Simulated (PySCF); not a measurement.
# Si3H8N2

Si3H8N2 is a silylene (divalent Si1, bonded to 2 N), neutral, singlet. The structure, one conformer, was relaxed in the gas phase by PBE0-D3(BJ)/def2-SVP. No frequency run checks that it is a minimum.

SMILES: [SiH3]N[Si]N[SiH3]

```xyz
13

Si   -0.390   -0.180   -1.541
N    -0.983    0.058    0.080
Si   -2.672    0.181    0.525
N     1.342   -0.230   -1.277
Si    2.406   -0.147    0.110
H    -0.322    0.158    0.852
H    -3.065   -0.889    1.493
H    -3.466    0.038   -0.729
H    -2.978    1.499    1.164
H     1.836   -0.376   -2.156
H     1.660    0.482    1.243
H     3.604    0.690   -0.202
H     2.881   -1.490    0.564
```
(Å; atoms numbered from 1)

Shieldings: GIAO PBE0/pcSseg-1. Shifts are against computed references at the same level: H TMS (σ 31.27 ppm), Si TMS (σ 352.0 ppm). Core levels by delta-SCF with SCAN, pcX-2 on the ionised atom and pcseg-1 elsewhere, spin-free X2C (2p3/2 is the spin-free 2p value less a third of a first-order spin-orbit splitting); from the vacuum level, for chosen atoms.

Question: Give the shieldings and core levels atom by atom.

Answer: 
```
      atoms   bonded to  σ (ppm)  δ (ppm)  core level (eV)
        Si1         2 N    194.0    158.0     2p3/2 106.65
         N2  2 Si + 1 H    156.1        -        1s 404.05
        Si3   1 N + 3 H    407.3    -55.3     2p3/2 106.99
         N4  2 Si + 1 H    166.0        -        1s 404.19
        Si5   1 N + 3 H    427.5    -75.5     2p3/2 107.15
         H6         1 N    27.09     4.18                -
   H7 H8 H9        1 Si    26.50     4.77                -
        H10         1 N    28.70     2.56                -
H11 H12 H13        1 Si    26.56     4.70                -
```

Values are those of this one static structure, with the three H of a rotating XH3 group averaged; atoms that internal rotation interchanges would show their mean in an NMR spectrum.

Question: Which of Si1, Si3, Si5 holds its core electrons tightest, and by how much against the loosest?

Answer: Si5 (bonded to 1 N + 3 H), by 0.50 eV over Si1 (bonded to 2 N).

Question: By CAM-B3LYP/def2-SVPD (TDDFT singlets, Tamm-Dancoff triplets, ionisation by delta-SCF), where does absorption start, and what does vertical ionisation take?

Answer: The lowest singlet lies at 4.90 eV (f 0.071), the strongest of the first 6 at 6.23 eV (f 0.252), the lowest triplet at 3.04 eV; vertical ionisation takes 8.74 eV.
